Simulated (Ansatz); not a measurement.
Two isomers of C2H9NSSi: A = `CNCS[SiH3]`, B = `CNC([SiH3])S`.

Calculated with Ansatz (gas phase, PBE0-D4/def2-TZVP geometries, no zero-point term in ΔE). CBS: MP2 limit from def2 TZ/QZ plus the TZ coupled-cluster correction, frozen cores. DFT in def2-TZVPP. One conformer a species, not always the lowest.

Question: Which isomer does CCSD(T)/CBS put lower? Give the gap. (Estimate.)

Answer: Computed: A, by 17.0 kcal/mol.

Question: Give E(B) − E(A) in kcal/mol with CCSD(T)/def2-TZVPP, ωB97M-V, r2SCAN-D4, PBE-D4, MP2/def2-TZVPP, B2PLYP, PBE0-D4. (Estimate.)

Answer: Computed: CCSD(T)/def2-TZVPP 16.5, ωB97M-V 16.6, r2SCAN-D4 19.1, PBE-D4 18.2, MP2/def2-TZVPP 17.1, B2PLYP 18.1, PBE0-D4 18.1. None reverses the order clearly.

Largest T1 diagnostic: 0.011.

The D4 term adds −1.0 kcal/mol with B3LYP and −0.5 kcal/mol with PBE0; it sums over pairs of atoms, weighted by their polarisabilities, and B3LYP, whose exchange is more repulsive, gets the larger term. In def2-TZVPP, CCSD(T) changes the Hartree–Fock value by −2.8 kcal/mol (the triples alone add −0.1 kcal/mol) and MP2 by −2.3 kcal/mol.

B3LYP here is the variant with VWN-RPA as its local correlation; programs differ in this.
